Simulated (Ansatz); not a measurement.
Geometry optimisation, UKS PBE/def2-SVP in Ansatz.

input.yaml

```yaml
crystal:
  periodic: [false, false, false]
  atoms:
    - { symbol: Ti, position_ang: [0.0, 0.0, 0.0] }
    - { symbol: Cl, position_ang: [0.0, 0.0, 2.62] }
    - { symbol: Cl, position_ang: [2.2349, 0.0, -0.7892] }
    - { symbol: Cl, position_ang: [-1.1163, 1.9339, -0.7892] }
    - { symbol: O, position_ang: [-0.9043, -1.5667, -0.6394] }
    - { symbol: H, position_ang: [-1.359, -2.0324, 0.133] }
    - { symbol: "N", position_ang: [0.0, 0.0, 4.65] }
    - { symbol: H, position_ang: [-0.496, -0.7725, 5.18] }
    - { symbol: H, position_ang: [0.496, 0.7725, 5.18] }
magnetization:
  spin_polarized: true
  initial_magnetization: 1
basis:
  gaussian: { orbitals: def2-SVP }
hamiltonian:
  xc: pbe
relax:
  f_tol: 0.15
  max_steps: 25
  restrain:
    - { distance: [1, 6], at: 2.93, k: 30.0 }
    - { distance: [0, 1], at: 2.37, k: 30.0 }
```

Run as:

```bash
$ ansatz run input.yaml --threads 4 --pin off --max-ram 5120MiB --backend cpu --events-out ev --progress --plain --runs-dir out
```

Question: Where does it end, and by what steps?

Answer: The run converged. The restraints hold the end off the free minimum; the threshold counts their pulls, which the force column leaves out. Restrained pairs: Cl2–N7 (2.03 → 2.93 Å), Ti1–Cl2 (2.62 → 2.32 Å). After 14 steps the energy has fallen by 2.538 eV (the restraints' own energy left out); N7 moved furthest, 0.72 Å.

```json
{"step": "0", "energy less start (eV)": "0.0000", "largest force component (eV/Å)": "2.121", "accepted": "yes"}
{"step": "1", "energy less start (eV)": "-0.8841", "largest force component (eV/Å)": "3.475", "accepted": "yes"}
{"step": "2", "energy less start (eV)": "-1.4536", "largest force component (eV/Å)": "3.042", "accepted": "yes"}
{"step": "3", "energy less start (eV)": "-1.9377", "largest force component (eV/Å)": "2.794", "accepted": "yes"}
{"step": "4", "energy less start (eV)": "-2.3213", "largest force component (eV/Å)": "1.812", "accepted": "yes"}
{"step": "5", "energy less start (eV)": "-2.3764", "largest force component (eV/Å)": "1.746", "accepted": "yes"}
{"step": "6", "energy less start (eV)": "-2.4040", "largest force component (eV/Å)": "1.901", "accepted": "yes"}
{"step": "7", "energy less start (eV)": "-2.5108", "largest force component (eV/Å)": "1.522", "accepted": "yes"}
{"step": "8", "energy less start (eV)": "-2.5076", "largest force component (eV/Å)": "1.482", "accepted": "no"}
{"step": "9", "energy less start (eV)": "-2.5268", "largest force component (eV/Å)": "1.482", "accepted": "yes"}
{"step": "10", "energy less start (eV)": "-2.5321", "largest force component (eV/Å)": "1.462", "accepted": "yes"}
{"step": "11", "energy less start (eV)": "-2.5371", "largest force component (eV/Å)": "1.456", "accepted": "yes"}
{"step": "12", "energy less start (eV)": "-2.4558", "largest force component (eV/Å)": "1.705", "accepted": "no"}
{"step": "13", "energy less start (eV)": "-2.5364", "largest force component (eV/Å)": "1.454", "accepted": "no"}
{"step": "14", "energy less start (eV)": "-2.5383", "largest force component (eV/Å)": "1.456", "accepted": "yes"}
```

```xyz
9
Properties=species:S:1:pos:R:3
Ti 0.023 0.022 -0.004
Cl 0.062 0.075 2.318
Cl 2.047 0.061 -0.831
Cl -1.133 1.727 -0.745
O -0.761 -1.462 -0.492
H -1.423 -2.120 -0.209
N 0.300 -0.332 5.213
H -0.743 -0.333 5.118
H 0.483 0.699 5.177
```

Time of the run: 32 s on 4 threads of Intel(R) Xeon(R) 6975P-C (Granite Rapids), on a shared host, peak memory 0.41 GiB.
